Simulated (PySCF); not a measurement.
VOF3, SMILES [F][V]([F])(=[O])[F], multiplicity 1.

The structure is a stationary point at B3LYP-D3(BJ)/def2-SVP. The multiplicity is an assumed one; other spin states were not compared.

Two levels are set side by side: PBE/def2-TZVP (PySCF) and PBE0/def2-TZVP (PySCF). Same geometry, gas phase. Differences are taken from unrounded values.

| quantity | PBE0 |
|---|---|
| orbital gap (eV) | 7.35 |
| highest occupied level (eV) | -11.44 |
| lowest empty level (eV) | -4.09 |
| dipole moment (D) | 0.29 |
| mean polarisability (bohr³) | 32.2 |

What does PBE give, and how far is it from PBE0? (An estimate is asked for; the answer gives what the named calculation found.)


```csv
quantity,PBE,PBE minus PBE0
orbital gap (eV),4.67,-2.68
highest occupied level (eV),-9.56,1.88
lowest empty level (eV),-4.88,-0.80
dipole moment (D),0.41,0.12
mean polarisability (bohr³),33.8,1.6
```

PBE's occupied levels lie high since its potential decays too fast outside the molecule; exact exchange lowers them and widens the gap. PBE's more diffuse valence density responds more strongly to a field. Differences between two approximate levels are no errors against the true value.

Rough cost on one machine, each run with all the roots and properties that it gave: PBE0 against PBE within a factor of 2.
